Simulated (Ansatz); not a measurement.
A run for Ansatz (a first-principles code): U-PBE/cc-pVTZ on C2H3B (SMILES BC#C), a point of a bond scan (R = 0.851 Å).

Ansatz 0.2 input:
```yaml
crystal:
  periodic: [false, false, false]
  atoms:
    - {symbol: B, position_ang: [-1.19336207, -0.05181280, -0.71503351]}
    - {symbol: C, position_ang: [0.09242682, 0.00401294, 0.05537990]}
    - {symbol: C, position_ang: [1.12928729, 0.04903083, 0.67664147]}
    - {symbol: H, position_ang: [1.85876831, 0.08070308, 1.11372875]}
    - {symbol: H, position_ang: [-1.95463786, 0.86080340, -0.66658092]}
    - {symbol: H, position_ang: [-1.44997504, -1.00862318, -1.37338029]}
basis:
  gaussian:
    orbitals: cc-pVTZ
hamiltonian:
  xc: {name: PBE}
magnetization: {spin_polarized: true, initial_magnetization: 0}
```

The log:

```
WARN ansatz: RAYON_NUM_THREADS=1 ignored (pool sized by the plan → 1); use --threads N
Functional definition: PBE
integrals: 0.03 GiB planned
720 factors; their error is unknown
mean field: 0.41 GiB planned
mean field evaluation 1: about -2785.7304 eV, gradient 3.5e1 eV
mean field evaluation 2: about -2776.1273 eV, gradient 5.1e1 eV
mean field evaluation 4: about -2791.3510 eV, gradient 1.2e1 eV
mean field evaluation 8: about -2792.0030 eV, gradient 1.9e-1 eV
mean field evaluation 16: about -2792.0031 eV, gradient 4.5e-5 eV
mean field -2792.00310097 eV, -102.6042214730 hartree, gradient 4.5e-5 eV, S^2 0.000000; 0 other end points of the search recorded, 0 dependent functions left out
reference -2792.00313475 eV, -102.6042227145 hartree; 10, 10 occupied and 122, 122 virtual orbitals, 720 factors
Total energy: -2792.00313475 eV, -102.6042227145 hartree
```

Self-consistency was reached.

Cost: around 1.7 core-seconds (rough).
